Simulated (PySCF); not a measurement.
PySCF input (CCSD(T)/cc-pVDZ):

```python
from pyscf import gto, scf, mp, cc as ccmod

mol = gto.M(
    atom='''
    Si    0.41387277    0.53593628    0.10074365
    C    -1.50396595    0.12440485    0.23211110
    F     0.91202468   -0.95515012   -0.57483931
    H     0.70164181    0.17648512    1.59279781
    H    -1.69464928   -0.88290964    0.62262101
    H    -1.99180302    0.84678538    0.90028039
    H    -1.99383457    0.20645320   -0.74522326
    ''',
    basis='cc-pvdz',
    charge=-1,
    spin=0,
    verbose=4,
)

mf = scf.RHF(mol)
mf.conv_tol = 1e-10
mf.max_cycle = 100
mf.kernel()
mp2 = mp.MP2(mf, frozen=7).run()
cc = ccmod.CCSD(mf, frozen=7)
cc.max_cycle = 100
cc.kernel()
et = cc.ccsd_t()
print(f'E(CCSD(T)) = {cc.e_tot + et:.9f}')
```

End of the output:

```
Extra cycle  E= -428.590150693248  delta_E= -4.55e-13  |g|= 3.65e-07  |ddm|= 1.73e-06
converged SCF energy = -428.590150693248

******** <class 'pyscf.mp.mp2.RMP2'> ********
nocc = 10, nmo = 59
frozen orbitals 7
E(RMP2) = -429.02815474071  E_corr = -0.438004047461903
E(SCS-RMP2) = -429.026825623144  E_corr = -0.436674929895842
E_corr(same-spin) = -0.102611454298201
E_corr(oppo-spin) = -0.335392593163702

******** <class 'pyscf.cc.ccsd.CCSD'> ********
CC2 = 0
CCSD nocc = 10, nmo = 59
frozen orbitals 7
max_cycle = 100
direct = 0
conv_tol = 1e-07
conv_tol_normt = 1e-05
diis_space = 6
diis_start_cycle = 0
diis_start_energy_diff = 1e+09
Init t2, MP2 energy = -429.028154742783  E_corr(MP2) -0.438004049535227
Init E_corr(CCSD) = -0.438004049535294
cycle = 1  E_corr(CCSD) = -0.460354495285176  dE = -0.0223504457  norm(t1,t2) = 0.0580056
cycle = 2  E_corr(CCSD) = -0.471643162506567  dE = -0.0112886672  norm(t1,t2) = 0.0189286
cycle = 3  E_corr(CCSD) = -0.473463732493266  dE = -0.00182056999  norm(t1,t2) = 0.00931617
cycle = 4  E_corr(CCSD) = -0.475306981939284  dE = -0.00184324945  norm(t1,t2) = 0.00366061
cycle = 5  E_corr(CCSD) = -0.475251846600213  dE = 5.51353391e-05  norm(t1,t2) = 0.000942352
cycle = 6  E_corr(CCSD) = -0.475188589819549  dE = 6.32567807e-05  norm(t1,t2) = 0.000360425
cycle = 7  E_corr(CCSD) = -0.47518855970037  dE = 3.01191784e-08  norm(t1,t2) = 0.00012892
cycle = 8  E_corr(CCSD) = -0.475192411513881  dE = -3.85181351e-06  norm(t1,t2) = 5.21228e-05
cycle = 9  E_corr(CCSD) = -0.47519287248869  dE = -4.60974808e-07  norm(t1,t2) = 2.50803e-05
cycle = 10  E_corr(CCSD) = -0.475193220160796  dE = -3.47672106e-07  norm(t1,t2) = 9.28686e-06
cycle = 11  E_corr(CCSD) = -0.475193144562308  dE = 7.55984878e-08  norm(t1,t2) = 3.81286e-06
CCSD converged
E(CCSD) = -429.0653438378102  E_corr = -0.4751931445623082
CCSD(T) correction = -0.0101899942077948
E(CCSD(T)) = -429.075533832
```

It need not be the lowest isomer of its formula. Whether it binds its extra electron was not tested at this geometry.
